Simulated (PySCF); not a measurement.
## How methods differ on the excitation energy of I

I [Kr] 4d10 5s2 5p5 (2P) → I [Kr] 4d10 5s2 5p4 6s1, s spin flipped, as a difference of total energies. All numbers are calculated (PySCF 2.14, scalar relativity through the core potential, in aug-cc-pV5Z-PP with ECP28MDF (8s8p6d4f3g2h, 139 functions)). Correlated levels: valence: 4s2 4p6 4d10 frozen. The calculations carry no spin-orbit coupling.

```
           method  excitation energy (cm⁻¹)
              UHF                     52474
              LDA                     57274
              PBE                     56120
             PBE0                     56896
           r2SCAN                     56775
        BHandHLYP                     57067
           B2PLYP                     56908
            B3LYP                     56666
    MP2 (valence)                     57056
SCS-MP2 (valence)                     57440
```

The upper determinant mixes two multiplicities, so it lies between the two terms.

The promoted electron is Rydberg-like, and one or two diffuse shells describe it only roughly, which tends to raise the upper state.
